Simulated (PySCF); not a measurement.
## Assignment exercise: C6H10O2

Geometry (Å), atoms numbered from 1 in this order:
```xyz
18

C     2.0213   -1.4028   -0.0477
C     1.7231   -0.0231   -0.5306
C     0.6238    0.6646   -0.2565
C     0.3054    2.0390   -0.7506
O    -0.3453    0.1132    0.6004
C    -1.5379   -0.2229    0.0912
C    -2.4410   -0.7479    1.1775
O    -1.8374   -0.1194   -1.0672
H     2.1151   -2.0807   -0.8956
H     1.2342   -1.7644    0.6079
H     2.9662   -1.4153    0.4940
H     2.4734    0.4381   -1.1550
H     1.1435    2.4486   -1.3048
H    -0.5687    2.0007   -1.4001
H     0.0741    2.6910    0.0912
H    -3.3926   -1.0424    0.7465
H    -1.9722   -1.5990    1.6649
H    -2.5937    0.0291    1.9229
```

PySCF 2.14 calculation with GFN2-xTB structure and PBE0/pcSseg-1 with gauge-including orbitals; no solvent model, equivalent nuclei averaged, non-relativistic, one computed conformer.

δ = σ(ref) − σ, references computed at the same level: ¹³C (σ = 186.93 ppm) and ¹H (σ = 31.72 ppm) against TMS.

Task: Assign these signals to the numbered atoms. ¹³C{¹H} NMR (computed): δ 174.7, 156.7, 120.1, 23.7, 21.8, 14.2.

Result: 
174.7 → C6, ester carbonyl carbon: lone-pair donation from the attached heteroatom keeps it upfield of a ketone carbonyl
156.7 → C3, alkene carbon bearing oxygen: an sp2 carbon further deshielded by the attached heteroatom
120.1 → C2, β carbon of an enol-ether or enamine type C=C
23.7 → C7, methyl carbon α to a carbonyl: the adjacent C=O deshields it moderately
21.8 → C4, allylic methyl carbon: a saturated carbon with 1 carbon neighbour and no heteroatom attached
14.2 → C1, allylic methyl carbon

C7 and C4 lie closer than the usual error of such a calculation, so a measured spectrum could show them in the other order.

Task: Assign these signals to the numbered atoms. ¹H NMR (300 MHz, computed): δ 5.29 (q, 1H), 2.17 (s, 3H), 2.08 (s, 3H), 1.75 (d, 3H).

Result: 
| δ (ppm) | atoms | environment | reason |
| --- | --- | --- | --- |
| 5.29 | H12 | hydrogen on a β carbon of an enol-ether or enamine type C=C | attached to an sp2 carbon and in the plane of the double bond |
| 2.17 | H16/H17/H18 | hydrogen on a methyl carbon α to a carbonyl | α to C=O |
| 2.08 | H13/H14/H15 | hydrogen on an allylic methyl carbon | allylic position |
| 1.75 | H9/H10/H11 | hydrogen on an allylic methyl carbon | – |

H16/H17/H18 and H13/H14/H15 lie closer than the usual error of such a calculation, so a measured spectrum could show them in the other order.

Shifts are as computed. Against solution values, carbons near 30 ppm lie about +3 ppm off and those near 130 ppm about +5 ppm. Of 1211 compounds with measured shifts, 218 miss one by over three times the rms of a fit or turn the order of signals round; such compounds aren't used in these exercises. No couplings were computed; multiplicities are counted from neighbouring protons, with m where these are inequivalent, close in shift, in a saturated or five-membered ring or joined by F or P, and br s for small geminal =CH2 splittings.
